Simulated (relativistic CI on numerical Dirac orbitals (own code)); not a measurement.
**Energy levels of Sb III**

These numbers are calculated, not measured: Dirac-Coulomb-Breit CI, separate exchange-only KLI orbitals for each configuration, model QED, valence Slater integrals scaled by 0.85, configuration energies shifted to the measured levels that pair with them (semi-empirical) (own radial code, finite nucleus).

Configurations in the expansion (outside the closed core [Kr] 4d10): 5s2.5p, 5s.5p2, 5s2.6s, 5s2.5d, 5s2.6p, 5s2.4f, 5s2.7s, 5s2.6d, 5s2.8s, 5p3, 5s2.5f, 5s.5p.5d, 5s2.5g, 5s.5p.5f, 5s.5p.5g, 5s2.7p, 5p.5d2, 5s2.7d, 5s.5p.6s, 5s2.6f, 5p2.5d, 5s.5p.6p, 5s.5d2, 5p.4f2, 5s.5p.4f, 5s.5p.7s, 5s.5p.6d, 5s.5p.7p, 5p2.4f, 5p2.5f. Levels of other configurations are missing.

The lowest level is 5s2.5p 2P°_1/2, with 97 % of that term; Hund's rules for 5s2.5p give 2P° with J = 1/2, in agreement.

```csv
No.,Configuration,Term,J,E (cm⁻¹),%,Next component (%),Landé g,jj configuration (%)
1,5s2.5p,2P°,1/2,0.0,97,2 5p3 2P°,0.666,5p1/2 (97)
2,5s2.5p,2P°,3/2,6241.4,97,2 5p3 2P°,1.334,5p3/2 (97)
3,5s.5p2,4P,1/2,57412.3,98,2 2S,2.657,5s 5p1/2^2 (55)
4,5s.5p2,4P,3/2,60164.4,99,,1.731,5s 5p1/2 5p3/2 (92)
5,5s.5p2,4P,5/2,63490.9,96,3 2D,1.586,5s 5p1/2 5p3/2 (51)
6,5s.5p2,2D,3/2,76508.3,72,25 5s2.5d 2D,0.807,5s 5p1/2 5p3/2 (53)
7,5s.5p2,2D,5/2,77646.9,69,25 5s2.5d 2D,1.215,5s 5p3/2^2 (40)
8,5s2.6s,2S,1/2,93420.1,98,1 5s.5p.6p 2S,1.999,6s (98)
9,5s.5p2,2S,1/2,95698.2,70,25 2P,1.659,5s 5p1/2^2 (41)
10,5s2.5d,2D,3/2,99173.3,69,21 5s.5p2 2D,0.827,5d3/2 (69)
11,5s2.5d,2D,5/2,100197.0,70,25 5s.5p2 2D,1.201,5d5/2 (70)
12,5s.5p2,2P,1/2,103046.9,70,26 2S,1.025,5s 5p3/2^2 (50)
13,5s.5p2,2P,3/2,105835.3,90,3 2D,1.304,5s 5p3/2^2 (67)
14,5s2.6p,2P°,1/2,114763.5,98,1 5s.5p.6s 2P°,0.666,6p1/2 (98)
15,5s2.6p,2P°,3/2,116347.9,98,1 5s.5p.6s 2P°,1.334,6p3/2 (98)
16,5s2.4f,2F°,7/2,136200.4,94,3 5s.5p.5d 2F°,1.143,4f7/2 (94)
17,5s2.4f,2F°,5/2,136274.6,94,3 5s.5p.5d 2F°,0.858,4f5/2 (94)
18,5s.5p.5d‡,2D°,3/2,138566.1,49,43 5p3 2D°,0.830,5p3/2 (26)
19,5s.5p.5d‡,2D°,5/2,140143.6,51,46 5p3 2D°,1.197,5p1/2 5p3/2^2 (46)
20,5s2.7s,2S,1/2,143128.6,100,,2.002,7s (100)
21,5s2.6d,2D,3/2,144694.2,98,1 5s.5p2 2D,0.800,6d3/2 (98)
22,5s2.6d,2D,5/2,144912.6,98,1 5s.5p2 2D,1.200,6d5/2 (98)
23,5s.5p.5d‡,4F°,3/2,145249.8,92,3 5p3 4S°,0.473,5s 5p1/2 5d3/2 (73)
24,5p3‡,4S°,3/2,146185.6,88,4 2P°,1.884,5p1/2 5p3/2^2 (59)
25,5s.5p.5d‡,4F°,5/2,146475.2,94,3 4D°,1.041,5s 5p1/2 5d5/2 (38)
26,5s.5p.5d‡,4F°,7/2,148400.2,94,4 4D°,1.245,5s 5p1/2 5d5/2 (49)
27,5s.5p.6s‡,4P°,1/2,148848.3,93,4 2P°,2.536,5s 5p1/2 6s (94)
28,5s.5p.6s‡,4P°,3/2,150807.9,80,10 5s2.7p 2P°,1.660,5s 5p1/2 6s (66)
29,5s.5p.5d‡,4F°,9/2,151555.6,99,1 5s.5p.6d 4F°,1.334,5s 5p3/2 5d5/2 (99)
30,5s2.7p‡,2P°,1/2,151691.8,74,15 5s.5p.6s 2P°,0.762,7p1/2 (74)
```

Energies count from the lowest computed level; ° marks odd parity. Filled j subshells are mostly left out of the jj labels. ‡ marks configurations that were not tied to measured data.

The mean weight of the leading LS term, summed over parents, in these 30 levels is 86 %, and that of the leading jj configuration (from the same eigenvectors) 73 %, so LS coupling describes them better.

Configurations whose levels could be paired with our table of measured levels were shifted onto them, all but the ground configuration, by the median error of their levels; single terms can still be off by 1,000 to 2,000 cm⁻¹ or more, and rates follow the energies as ν³ (E1, M1) or ν⁵ (E2). The others borrow a shift and can be off by several thousand cm⁻¹ or more. The fine structure of a lone outer electron comes out too small, for d and f at times inverted, and misplaced configurations move strength between like terms. 16 of the 17 excited levels that our extract of the measured tables holds in this range could be paired (the sources list more); they are missed by 369 cm⁻¹ on average and 3882 at most, after the shifts were fitted to these levels, and levels without a partner can miss by more.

LS names give the leading component of a level, which can be under half, so a name can repeat, a term be missing and a line seem to break the LS rules.
